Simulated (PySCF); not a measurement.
C5H6ClNS.
Z-matrix (Å and degrees, GFN2-xTB geometry), rows numbered from 1:
```
C 
C   1  1.5294
C   2  1.4929  1  110.76
C   3  1.4154  2  124.50  1   -72.73
C   4  1.3658  3  109.94  2   178.57
Cl  5  1.7036  4  127.76  3   179.87
S   5  1.7325  4  109.46  3     0.04
N   3  1.3088  2  120.26  1   105.81
H   1  1.0870  2  110.11  3   178.31
H   1  1.0875  2  110.72  3    58.13
H   1  1.0869  2  110.16  3   -61.88
H   2  1.0921  1  109.58  3  -120.41
H   2  1.0899  1  109.83  3   119.93
H   4  1.0731  3  125.10  2    -1.72
```

Jobs on this species (14 atoms, 76 electrons) with PySCF (density fitting). Hardware of each: one thread, Arm Neoverse V2 (aarch64) (shared host). Other jobs ran on the host; a repeat could differ by tens of per cent or more. Peak memory is the resident size of the whole Python process, interpreter and libraries included.

Task: Rank these jobs by wall time, shortest first.
A. wB97X-D/cc-pVDZ; shieldings, ring-centre shieldings, charges and field gradients; 150 basis functions
B. PBE0/def2-SVPD; 6 singlets by full TDDFT, 2 Tamm–Dancoff triplets, polarisability, density and orbital grids written; 222 basis functions
C. OPBE/MINI, IEF-PCM acetone, level shift 0.2 Eh, start guess huckel; 12 singlets by full TDDFT, polarisability; 54 basis functions

Result: C (6.2 s), A (21 s), B (34 s).

All jobs:

```csv
level and settings,work,basis functions,SCF cycles,wall time,peak memory
"OPBE/MINI, IEF-PCM acetone, level shift 0.2 Eh, start guess huckel","12 singlets by full TDDFT, polarisability",54,15,6.2 s,0.54 GiB
"PBE0/6-31G*, fitting basis def2-qzvpp-jkfit","shieldings, ring-centre shieldings, charges and field gradients",132,11,14 s,0.70 GiB
wB97X-D/cc-pVDZ,"shieldings, ring-centre shieldings, charges and field gradients",150,14,21 s,0.78 GiB
PBE0/pcSseg-1,"shieldings, ring-centre shieldings, density and orbital grids written",180,14,23 s,0.82 GiB
"WP04/def2-SVP, IEF-PCM dichloromethane, grid level 3","spin–spin couplings from 12 perturbed nuclei, spin–dipole term for 1 of them",150,15,24 s,0.87 GiB
PBE0/pcSseg-1,"shieldings, ring-centre shieldings, charges and field gradients, density and orbital grids written",180,14,25 s,0.81 GiB
B97-2/aug-cc-pVDZ,"shieldings, ring-centre shieldings, charges and field gradients",246,14,33 s,0.95 GiB
PBE0/def2-SVPD,"6 singlets by full TDDFT, 2 Tamm–Dancoff triplets, polarisability, density and orbital grids written",222,14,34 s,0.91 GiB
```

Task: What do all jobs in the table cost together?

Result: About 3.0 min; the longest takes about 19 % of that, and about 5.5 times as long as the shortest.

Note: wB97X-D ran without an empirical dispersion term, which enters the total energy and its gradient alone.
